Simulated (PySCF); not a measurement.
Te(I)(GeH3) (GeH3ITe), SMILES [GeH3][Te]I.

Geometry: PBE-D3(BJ)/def2-SVP. This is a generated structure with no PubChem entry under its InChIKey; it may be hypothetical. The def2 effective core potentials stand for the cores of I, Te; spin–orbit coupling is left out.

These are PBE-D3(BJ)/def2-SVP in PySCF 2.14.0 values and carry that method's errors.

Frequencies are harmonic and unscaled.

Computed normal modes with their intensities:
```csv
mode,ν (cm⁻¹),IR (km/mol),moving atoms (share of kinetic energy)
1,56,0.1,"Ge 46 %, I 31 %, Te 18 %"
2,97,0.0,H 99 %
3,195,2.6,"I 50 %, Te 49 %"
4,223,3.3,"Ge 61 %, Te 37 %"
5,471,3.0,H 94 %
6,489,3.1,H 96 %
7,757,279.8,H 97 %
8,825,28.9,H 99 %
9,845,27.4,H 99 %
10,2068,83.6,H 100 %
11,2095,64.1,H 98 %
12,2099,77.1,H 98 %
```
